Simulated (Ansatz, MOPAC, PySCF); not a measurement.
Torsion H3–C1–Sn2–H6 in CH4Sn (SMILES [CH3][SnH]); at each angle all else is relaxed with GFN2-xTB, and the levels are single points there.
Geometry at 60° (charge 0, multiplicity 1):
```xyz
6

C     -0.64426     0.02845     0.00217
Sn     1.37692     1.00583    -0.14979
H     -0.75212    -0.49471     0.95266
H     -1.46104     0.74853    -0.07349
H     -0.78057    -0.71046    -0.78776
H      2.26074    -0.58298     0.01543
```
Energies count from the point at 60°.

Cores are frozen in the correlated methods. Filled d and f shells under p-block atoms count as core. CBS(a, b) extrapolates the correlation energy as X⁻³ and adds the Hartree–Fock energy of set b. The state reached by AM1 isn't checked.

Run with Ansatz (a program for electronic structure); MOPAC for AM1 (differences of heats of formation); PySCF for M06-2X, the dispersion terms. Each number belongs to the level named beside it. In def2 rows elements past Kr take small-core potentials, without spin–orbit coupling.

Energies in meV.

```csv
dihedral (°),AM1,PBE0-D3(BJ)/def2-TZVPP,M06-2X/def2-TZVPP,"CCSD(T)/CBS(def2-TZVPP, def2-QZVPP)"
0,19.3,26.0,25.7,25.6
20,…,18.7,18.5,18.4
40,3.8,5.3,5.3,5.2
60,0.0,0.0,0.0,0.0
80,…,6.7,6.7,6.5
100,14.0,18.9,18.7,18.6
120,19.4,26.0,25.7,25.6
```

Problem. Complete the blanks.

Solution. 
- 20, AM1: 13.8
- 80, AM1: 4.9
